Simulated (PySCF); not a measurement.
Work out the structure from these simulated measurements.

Formula: C2H6AlS; charge -1.

| Item | Value |
| --- | --- |
| UV, first state | lowest singlet excitation: 2.09 eV (592 nm, f = 0.000) [TDDFT wB97X-D/def2-SVPD] |
| 1H NMR | chemical shifts (computed TMS as zero) by class: 3.69 (3 H), 3.66 (3 H) ppm [GIAO B97-2/pcSseg-2] |
| NMR, other nuclei | isotropic shieldings of nuclei other than C and H, by class: 471 (1 Al), -619 (1 S) ppm [GIAO B97-2/pcSseg-2] |
| Polarisability | 97.4 au [wB97X-D/def2-SVPD] |
| Rotational structure | rotational constants A, B, C: 6.089, 2.824, 2.010 GHz [PBE0-D3(BJ)/def2-SVP] |
| Triplet | lowest triplet excitation (Tamm–Dancoff): 1.61 eV [TDA wB97X-D/def2-SVPD] |
| 13C NMR | chemical shifts (computed TMS as zero) by class: 416.4 (1 C), 59.3 (1 C) ppm [GIAO B97-2/pcSseg-2] |
| Valence photoelectron | vertical electron detachment energy: 3.66 eV [ΔSCF wB97X-D/def2-SVPD] |

Electronic properties: PySCF, gas phase, density fitting. Levels stand in brackets. Isolated species at its PBE0-D3(BJ)/def2-SVP geometry, gas phase. The geometry's basis has no diffuse functions, a weakness for an anion. No diffuse functions stand in pcSseg-2, which bears on an anion's orbital energies. NMR values are class means; diastereotopic atoms form classes of their own.

Q: Propose a structure and show how it fits.

A: Numbering: `[CH3:1][C:2]([AlH3-:3])=[S:4]`. 2 carbons fall into 2 classes; from least to most shielded: thiocarbonyl carbon [C2] (416.4 ppm), methyl carbon [C1] (59.3 ppm). Hydrogen classes from least to most shielded: 3 H on an aluminium bonded to C and 3 H, Al3 (3.69 ppm, a mean of values up to 0.6 ppm apart in this geometry), 3 H on a methyl carbon, C1 (3.66 ppm, a mean of values up to 1.4 ppm apart in this geometry). The other shieldings belong to: 471 ppm, aluminium bonded to C and 3 H [Al3]; -619 ppm, thiocarbonyl sulfur [S4]. The first electron is taken from the HOMO, whose largest Löwdin shares are 0.62 on the thiocarbonyl sulfur, 0.20 on the thiocarbonyl carbon, 0.08 on the aluminium bonded to C and 3 H and 0.05 on the methyl carbon. By its constants the optimised geometry is an asymmetric top. Structure: `[AlH3-][C](C)=S`. The assignments are read from this structure; whether some other isomer fits the data as well wasn't checked.
